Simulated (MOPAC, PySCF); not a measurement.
[Zr(OH)3(H)], neutral singlet in the gas phase. 

Cartesian coordinates (Å):
```xyz
8

Zr    -0.1096     0.0380    -0.1951
O     -1.0578    -1.4390    -0.9934
H     -1.4487    -2.1246    -1.5510
O     -0.7008     1.7633    -0.8212
H     -0.9300     2.5710    -1.2995
O      1.8067    -0.1747    -0.2141
H      2.7487    -0.2664    -0.4090
H     -0.5841    -0.0068     1.6214
```
Charge 0, spin multiplicity 1.

All levels are single points at this geometry (PBE-D3(BJ)/def2-SVP); Pople sets use spherical d functions. Orbital energies aren't observables, and empty levels follow the basis.

B3LYP/6-31G* (LANL2DZ on Zr) in PySCF gives gap (eV) = 6.85.

Problem. Estimate the gap (eV) from each of these levels: B3LYP-D3(BJ)/def2-TZVP in PySCF; PBE-D3(BJ)/def2-TZVP in PySCF; TPSSh-D3(BJ)/def2-TZVP in PySCF; B3LYP/6-311+G** (LANL2DZ on Zr) in PySCF; B3LYP/LANL2DZ in PySCF; BP86/6-31G* (LANL2DZ on Zr) in PySCF; M06-2X/6-31G* (LANL2DZ on Zr) in PySCF; PBE/6-31G* (LANL2DZ on Zr) in PySCF; SVWN5/6-31G* (LANL2DZ on Zr) in PySCF; HF/6-31G* (LANL2DZ on Zr) in PySCF; PM6 in MOPAC; PM7 in MOPAC.

Solution. 
| level | gap (eV) |
|---|---|
| B3LYP-D3(BJ)/def2-TZVP in PySCF | 6.97 |
| PBE-D3(BJ)/def2-TZVP in PySCF | 5.15 |
| TPSSh-D3(BJ)/def2-TZVP in PySCF | 6.38 |
| B3LYP/6-311+G** (LANL2DZ on Zr) in PySCF | 6.70 |
| B3LYP/LANL2DZ in PySCF | 6.83 |
| BP86/6-31G* (LANL2DZ on Zr) in PySCF | 5.06 |
| M06-2X/6-31G* (LANL2DZ on Zr) in PySCF | 9.14 |
| PBE/6-31G* (LANL2DZ on Zr) in PySCF | 5.06 |
| SVWN5/6-31G* (LANL2DZ on Zr) in PySCF | 4.95 |
| HF/6-31G* (LANL2DZ on Zr) in PySCF | 12.57 |
| PM6 in MOPAC | 9.72 |
| PM7 in MOPAC | 11.51 |
